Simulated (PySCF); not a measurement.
Species: C₃H₇AlPb.
Bonds: C1–Pb2, Pb2–C3, C3–C4 (triple), C4–Al5. Hydrogens: H6, H7, H8 on C1; H9, H10 on Pb2; H11, H12 on Al5.

Level of theory: PBE0-D3(BJ)/def2-SVP geometry optimisation, gas phase, def2 core potentials past Kr (PySCF 2.14.0).

Q: List the bond lengths and angles at this level.

A: 
```csv
bond,length (pm),order
C1–Pb2,222.2,single
Pb2–C3,218.7,single
C3≡C4,123.1,triple
C4–Al5,190.7,single
"C1–H6, C1–H7, C1–H8",109.7,single
"Pb2–H9, Pb2–H10",175.8,single
"Al5–H11, Al5–H12",158.6,single
```

Bonds in one row agree within 1 pm and their mean is given. Orders are formal, as drawn. A selection of angles:
```csv
angle,degrees
Pb2–C1–H6,107.9
Pb2–C1–H7,109.5
H6–C1–H7,110.3
C1–Pb2–C3,105.7
C1–Pb2–H9,112.9
C3–Pb2–H9,106.0
H9–Pb2–H10,111.7
Pb2–C3–C4,178.8
C3–C4–Al5,179.9
C4–Al5–H11,119.3
H11–Al5–H12,121.1
```

The 5 heavy atoms lie in one plane (0.005 Å rms). The C–Pb distances run from 2.187 Å (Pb2–C3, drawn single) to 2.222 Å (C1–Pb2, drawn single), a spread of 0.035 Å. Pb2 (lead bonded to 2 C and 2 H) is distorted tetrahedral (angles from 105.7° to 113.5°). Al5 (aluminium bonded to C and 2 H) is planar (angles 121.1°, 119.6° and 119.3°, sum 360.0°, 0.00 Å off the plane of its three neighbours).

No PBE0-D3(BJ)/def2-SVP frequencies stand behind this structure, so it isn't proved a minimum.
